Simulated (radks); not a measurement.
Ionisation of the europium ion Eu60+, [He] 2s1, to [He] as the strength of local exchange is varied. Calculated with a radial shooting solver on a logarithmic mesh with Libxc functionals: Dirac Kohn-Sham, Slater X-alpha exchange (alpha = 2/3 is LDA exchange), no correlation, spin-unpolarised, spherical densities, point nucleus.

alpha  E(Eu60+) (hartree)  exchange (hartree)  IE (eV)  -e of the level emptied (eV)  <r> of it (bohr)
0.667          -4660.2166            -42.3257  13730.1               13617.3 (2s1/2)           0.08958
0.702          -4662.4380            -44.5596  13738.1               13626.5 (2s1/2)           0.08955
0.721          -4663.6441            -45.7728  13742.4               13631.6 (2s1/2)           0.08953
0.855          -4672.1558            -54.3398  13773.1               13667.0 (2s1/2)           0.08940
0.945          -4677.8779            -60.1044  13793.6               13690.8 (2s1/2)           0.08932

NIST Atomic Spectra Database: 13738.6 eV (theoretical). The Delta-SCF value meets it near alpha = 0.70. Spin polarisation and multiplet splitting are left out, so open shells lie too high by an amount that depends on their filling. Nuclear size, the Breit interaction and QED, all absent here, shift the 1s and 2s values of heavy ions.

Beside tabulated values, note that spin-unpolarised runs miss the spin-polarisation part of the exchange energy of open shells.
